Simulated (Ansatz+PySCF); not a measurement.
The numbers below are computed, except where a source is named.
## Several solutions for quartet TiF

```yaml
atoms:
  - { symbol: Ti, position_ang: [0.0000, 0.0000, 0.0000] }
  - { symbol: F, position_ang: [0.0000, 0.0000, 1.8340] }
```

Basis set: def2-SVP (spherical functions). Charge 0, multiplicity 4.

ROHF was run from several starts with Ansatz (development build ahead of 0.2.0) and PySCF 2.14.0.

```
run  program                        start  converged  energy (hartree)  <S²>
  A   Ansatz      stability test followed        yes        -947.72114  3.75
  B    PySCF             program defaults        yes        -947.70281  3.75
  C   Ansatz      atomic start, no search        yes        -947.70293  3.75
  D   Ansatz  search for the lowest state        yes        -947.72114  3.75
```

(1) Which runs reached the lowest solution of this kind, and what is wrong with the others?

Results:

(1) A, D reached the lowest solution found. Converged but too high: B by 0.50 eV, C by 0.50 eV. Convergence only shows a stationary point, and even a stable one can lie too high; stability tests and further starts are what find lower ones.
